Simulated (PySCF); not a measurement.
B(F)(OH)2 (BFH2O2), SMILES B(O)(O)F. The structure is a stationary point at PBE0-D3(BJ)/def2-SVP. One conformer was computed; it need not be the lowest.

Question: Give the equilibrium geometry at PBE0-D3(BJ)/def2-SVP (PySCF confirms it by a frequency run) as bond lengths and angles, and its point group. (The exact figures need the calculation; the answer reports its results.)

Answer: One answer among several that fit: point group C2v.
Atoms: B1 F2 O3 H4 O5 H6. Bonded distances (Å): B1–F2 1.345, B1–O3 1.350, B1–O5 1.350, O3–H4 0.961, O5–H6 0.961. Angles (°): F2–B1–O3 120.1, F2–B1–O5 120.1, O3–B1–O5 119.8, B1–O3–H4 112.3, B1–O5–H6 112.3.
